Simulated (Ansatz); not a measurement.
One change: `[CH3][GeH]([F])[Br]` becomes `[CH3][GeH2][Br]`.

Ansatz, PBE0-D4/def2-TZVP geometries, multiplicity 1. 

Scalar relativity is left out up to krypton.

```
                                      property  `[CH3][GeH]([F])[Br]`
           HOMO energy (B3LYP/def2-TZVPP) / eV                  -8.16
            LUMO energy (PBE0/def2-TZVPP) / eV                  -0.26
size of the dipole moment (PBE/def2-TZVPP) / D                   2.74
         HOMO energy (ωB97M-V/def2-TZVPP) / eV                 -10.63
       HOMO–LUMO gap (ωB97M-V/def2-TZVPP) / eV                  12.31
             LUMO energy (PBE/def2-TZVPP) / eV                  -1.22
```

(1) Give the same properties after the change, and the shifts. (Best estimate.)

Results:

(1) Ansatz gave: 
```tsv
property	`[CH3][GeH2][Br]`	shift
HOMO energy (B3LYP/def2-TZVPP) / eV	-7.79	0.37
LUMO energy (PBE0/def2-TZVPP) / eV	-0.24	0.02
size of the dipole moment (PBE/def2-TZVPP) / D	2.37	-0.37
HOMO energy (ωB97M-V/def2-TZVPP) / eV	-10.26	0.37
HOMO–LUMO gap (ωB97M-V/def2-TZVPP) / eV	11.90	-0.41
LUMO energy (PBE/def2-TZVPP) / eV	-1.15	0.07
```

Dipoles are sizes alone; their direction can turn.

B3LYP here is the variant with VWN-RPA as its local correlation; programs differ in this.

Spin–orbit coupling is left out; it splits and shifts lone-pair levels of the heavy atoms by tenths of an eV.
